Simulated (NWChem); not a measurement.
TiOCl, doublet; SMILES [O]=[Ti][Cl]

```xyz
3

Ti     0.2625     0.5726     0.0000
Cl    -0.0922    -1.7254     0.0000
O     -0.6962     1.8645     0.0000
```
Atoms are numbered in this order, from 1.

Level: B3LYP/6-31G* (spherical d), spin-unrestricted (NWChem), optimised geometry, unscaled harmonic frequencies. In the optimisation the excess spin sits in a" (Cs, its own frame). This spin state was assumed; another may lie lower. B3LYP is NWChem's, with the RPA form of VWN correlation.

```tsv
frequency (cm⁻¹)	IR intensity (km/mol)
123	37.9
390	85.1
1091	259.8
```

```yaml
zero_point_energy: 2.3 kcal/mol
thermal correction to the enthalpy at 298.15 K (with zero-point energy): 5.3 kcal/mol
heat capacity Cv: 9.7 cal/(mol K)
"entropy at 298.15 K and 1 atm (symmetry number 1, electronic part: spin degeneracy alone)": 69.4 cal/(mol K)
dipole_moment: 4.74 D
```

Rigid rotor and harmonic oscillator.
